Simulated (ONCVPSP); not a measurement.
rubidium (Rb) ONCV: all-electron and pseudo phase curves

ONCVPSP 4.0.1 input, shortened (lines: element, Z, core and valence counts, functional; n l f; lmax; l rc ep ncon nbas qcut; lloc lpopt rc5 dvloc0; l nproj debl; icmod fcfact rcfact), Wu-Cohen, fully relativistic:

```
  Rb 37.00    6    4  -118130      upf
    1    0    2.00
    2    0    2.00
    2    1    6.00
    3    0    2.00
    3    1    6.00
    3    2   10.00
    4    0    2.00
    4    1    6.00
    4    2    0.50
    5    0    0.50
    2
    0    2.60    0.00    3    8    3.80
    1    2.50    0.00    3    7    4.50
    2    4.00    0.00    4    7    2.80
    4    1    2.10    3.00
    0    2    1.80
    1    2    3.90
    2    1    0.80
    3    3.50    1.15
```

Open shells are filled in proportion to 2j + 1.

The phase is arctan(r·R′/R) of the radial function R(r), unwrapped; energies in Ha, scanned from -3 to 5 Ha. A pole is an energy at which the radial function vanishes at the test radius. The pseudo phase is shifted by a multiple of π to meet the all-electron one at the reference energy, and phase errors are pseudo minus all-electron; the curves can meet again beyond the range given. Levels narrower than the energy grid can be missing from the lists of poles.

```json
{"channel": "s", "radius (bohr)": "2.63", "reference energy (Ha)": "-0.09", "poles, all-electron": "-1.09, 2.25", "poles, pseudo": "-1.09, 2.09", "unbroken range about the reference energy with phases within 0.05 rad": "below 2.7", "phase error 1 Ha above the reference energy (rad)": "-0.007"}
{"channel": "p3/2", "radius (bohr)": "2.54", "reference energy (Ha)": "-0.61", "poles, all-electron": "-0.33, 3.23", "poles, pseudo": "-0.33, 3.23", "unbroken range about the reference energy with phases within 0.05 rad": "below 0.9", "phase error 1 Ha above the reference energy (rad)": "-0.009"}
{"channel": "p1/2", "radius (bohr)": "2.54", "reference energy (Ha)": "-0.64", "poles, all-electron": "-0.38, 3.15", "poles, pseudo": "-0.38, 3.15", "unbroken range about the reference energy with phases within 0.05 rad": "the whole range", "phase error 1 Ha above the reference energy (rad)": "-0.006"}
{"channel": "d5/2", "radius (bohr)": "4.05", "reference energy (Ha)": "-0.01", "poles, all-electron": "0.20, 1.36, 3.30", "poles, pseudo": "0.21, 1.72, 3.94", "unbroken range about the reference energy with phases within 0.05 rad": "below 0.3", "phase error 1 Ha above the reference energy (rad)": "+0.143"}
{"channel": "d3/2", "radius (bohr)": "4.05", "reference energy (Ha)": "-0.01", "poles, all-electron": "0.19, 1.35, 3.29", "poles, pseudo": "0.20, 1.72, 3.94", "unbroken range about the reference energy with phases within 0.05 rad": "below 0.3", "phase error 1 Ha above the reference energy (rad)": "+0.142"}
```

Phases in the s channel:

| E (Ha) | all-electron | pseudo |
| --- | --- | --- |
| -2.98 | 1.358 | 1.358 |
| -2.54 | 1.326 | 1.326 |
| -2.10 | 1.270 | 1.270 |
| -1.66 | 1.113 | 1.113 |
| -1.22 | -1.284 | -1.284 |
| -0.78 | -1.795 | -1.795 |
| -0.34 | -2.022 | -2.022 |
| 0.10 | -2.622 | -2.623 |
| 0.54 | -3.963 | -3.970 |
| 0.98 | -4.423 | -4.430 |
| 1.42 | -4.578 | -4.588 |
| 1.86 | -4.660 | -4.675 |
| 2.30 | -4.718 | -4.745 |
| 2.74 | -4.771 | -4.829 |
| 3.18 | -4.835 | -5.012 |
| 3.62 | -4.941 | -6.423 |
| 4.06 | -5.246 | -7.569 |
| 4.50 | -6.809 | -7.725 |
| 4.94 | -7.524 | -7.790 |
